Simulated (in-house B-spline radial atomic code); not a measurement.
**Ga5+: [Ne] 3s2 (3p1/2)1 (3p3/2)4 (3d3/2)4 (3d5/2)5 (with a hole in an inner shell)**

Level of theory: Dirac-Hartree-Fock, average of the jj configuration, Fermi nucleus of rms radius 3.9973 fm; calculated with a radial B-spline atomic code at the basis-set limit.

Z_r = [3n² - l(l+1)]/(2<r>); Z_e = n√(-2ε); the last column is Slater's effective charge. Values are occupation-weighted means over j.

```
shell  electrons   ε (eV)  <r> (bohr)    Z_r    Z_e  Slater
   1s          2   -10542     0.04857  30.88  27.84   30.70
   2s          2    -1433      0.2166  27.70  20.53   26.85
   2p          6  -1255.1      0.1905  26.25  19.21   26.85
   3s          2  -261.98        0.64  21.09  13.16   20.10
   3p          5  -207.42      0.6605  18.92  11.71   20.10
   3d          9  -115.93      0.7042  14.91   8.76   11.20
```

The least bound orbital is 3d3/2 at -114.9 eV, and it is also the most diffuse (<r> = 0.7045 bohr).

For the 1s electron the small component carries 1.26 % of the norm, the zero-frequency Breit interaction raises the level by 14.55 eV, self-energy by 7.526 eV, and vacuum polarisation lowers it by 0.7116 eV.
